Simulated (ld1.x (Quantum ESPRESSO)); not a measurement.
# zirconium (Zr), PAW: configuration errors across variants

- Element: Zr
- Generator: ld1.x (Quantum ESPRESSO) 7.5
- Type: PAW
- Functional: BP86
- Relativity: scalar-relativistic
- Frozen core: [Ar] 3d10
- Valence charge: 12
- Reference configuration: 4s2 4p6 4d2 5s2 5p0
- Partial waves: 4s (bound): rcut 1.80, rcutus 2.45 bohr; 5s (bound): rcut 1.80, rcutus 2.45 bohr; 4p (bound): rcut 1.95, rcutus 2.30 bohr; 5p (bound, empty): rcut 1.95, rcutus 2.30 bohr; 4d (bound): rcut 1.65, rcutus 1.75 bohr; 4d channel at 0.2 Ry: rcut 1.65, rcutus 1.75 bohr; 4f channel at -0.15 Ry: rcut 1.95, rcutus 2.25 bohr
- Local potential: all-electron potential smoothed inside 1.50 bohr (lloc = -1)
- Core correction: Bessel-smoothed model core inside 1.80 bohr
- Augmentation charge: BESSEL, radius 1.75 bohr

All-electron excitation energies from the reference (eV): (1) 4s2 4p6 4d2 5s1 5p0 7.314; (2) 4s2 4p6 4d2 5s0 5p0 20.416; (3) 4s2 4p6 4d1 5s0 5p0 43.095; (4) 4s2 4p6 4d3 5s1 5p0 1.225; (5) 4s2 4p6 4d2 5s1 5p1 3.082.

The overlap operator is not positive definite (basis up to 400 Ry) in “base”, “core correction Bessel-smoothed model core inside 1.26 bohr”, “wave 4f channel at -0.15 Ry: rcut 1.95, rcutus 2.25 bohr becomes 4f channel at -0.15 Ry: rcut 1.95, rcutus 3.44 bohr”, “waves 4d (bound): rcut 1.50, rcutus 1.60 bohr; 4d channel at 0.2 Ry: rcut 1.50, rcutus 1.60 bohr”, “local potential all-electron potential smoothed inside 1.45 bohr (lloc = -1)”, “local potential all-electron potential smoothed inside 2.10 bohr (lloc = -1)”. Such files are unfit for use, however small their errors in these radial tests.

Tests that are not counted but printed errors over 1 eV. “waves 4d (bound): rcut 1.50, rcutus 1.60 bohr; 4d channel at 0.2 Ry: rcut 1.50, rcutus 1.60 bohr”: 4s2 4p5 4d2 5s2 5p0 (solver errors, printed error -534 eV).

3 further variants failed, have other tests or another functional or relativity, and are left out.

Errors AE − PS in meV (a dash: test not solved or not reliable):

```tsv
change	(1)	(2)	(3)	(4)	(5)	bound ghosts
base	+0.5	+8.5	-0.3	+11	+2.2	not determined (overlap not positive)
core correction Bessel-smoothed model core inside 1.26 bohr	+0.3	+6.4	+4.3	+11	+2.5	not determined (overlap not positive)
wave 4f channel at -0.15 Ry: rcut 1.95, rcutus 2.25 bohr becomes 4f channel at -0.15 Ry: rcut 1.95, rcutus 3.44 bohr	+0.5	+8.5	-0.2	+11	+2.2	not determined (overlap not positive)
waves 4d (bound): rcut 1.50, rcutus 1.60 bohr; 4d channel at 0.2 Ry: rcut 1.50, rcutus 1.60 bohr	+0.2	+6.6	-1.5	+9.9	+1.8	not determined (overlap not positive)
local potential all-electron potential smoothed inside 1.45 bohr (lloc = -1)	+0.7	+9.8	-0.7	+13	+2.4	not determined (overlap not positive)
local potential all-electron potential smoothed inside 2.10 bohr (lloc = -1)	-13	-96	-14	-62	+14	not determined (overlap not positive)
```

Give the same row for: augmentation BESSEL, radius 1.70 bohr.

0.0, +5.2, +0.5, +8.2, +1.7; bound ghosts: not determined (overlap not positive). Its overlap operator is not positive definite in a basis up to 400 Ry (lowest eigenvalue s -0.02, p -0.28), so the file is unfit for use: the generalised eigenproblem breaks down once the basis is large enough, and its test numbers describe a broken file.
